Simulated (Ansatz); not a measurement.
A structure relaxed at r2SCAN-D4/def2-TZVP in Ansatz, charge 0, singlet:

Cartesian coordinates in Å:
```
Cu 0.0167 -0.9271 0.8373
N -0.0095 0.5315 -0.4801
H 0.9081 0.6724 -0.8955
H -0.2906 1.4110 -0.0535
H -0.6610 0.3363 -1.2364
H 0.0363 -2.0240 1.8282
```

Task: Give its formula, name or SMILES and point group.

Result: Cu(NH3)H (CuNH₄). Point group C3v (tolerance 0.1 Å).

Task: Summarise the bond lengths by kind (pairs closer than 1.2 times the sum of covalent radii, bridged metal pairs left out).

Result: 1 × Cu–N 1.97 Å; 3 × H–N 1.02 Å; 1 × Cu–H 1.48 Å. The metal has 2 neighbours: N 1.97 Å, H 1.48 Å.
